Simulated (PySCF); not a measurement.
# [TlCl2]−: from a saddle point downhill

PySCF 2.14.0, RKS PBE, Tl def2-SVP with ECP60, Cl def2-SVP; non-relativistic Hamiltonian with scalar-relativistic core potentials where named; density fitting; no spin-orbit coupling. Relaxed within the symmetry of its start, the geometry (D∞h) is

```xyz
3

Tl    0.0000    0.0000    0.0000
Cl    0.0000    0.0000    2.8314
Cl    0.0000    0.0000   -2.8314
```

and its lowest harmonic modes are -62, -62, 162, 188 cm⁻¹ (negative: unstable). It was moved along the lowest mode and relaxed again, within the group C2v that the move left.

Problem. Where does it end, and how much lower?

Solution. In C2v, 0.524 eV lower, after 9 steps:
```xyz
3

Tl   -0.9893    0.0000    0.0000
Cl    0.7020    0.0000    2.0785
Cl    0.7020    0.0000   -2.0785
```

Problem. How do the contacts change?

Solution. 
| contact | saddle (Å) | end (Å) |
| --- | --- | --- |
| Tl1–Cl2 (Cl) | 2.831 | 2.680 |
| Tl1–Cl3 (Cl) | 2.831 | 2.680 |


Problem. Is the end a minimum?

Solution. Yes; lowest modes 73, 213, 228 cm⁻¹.

State: singlet.
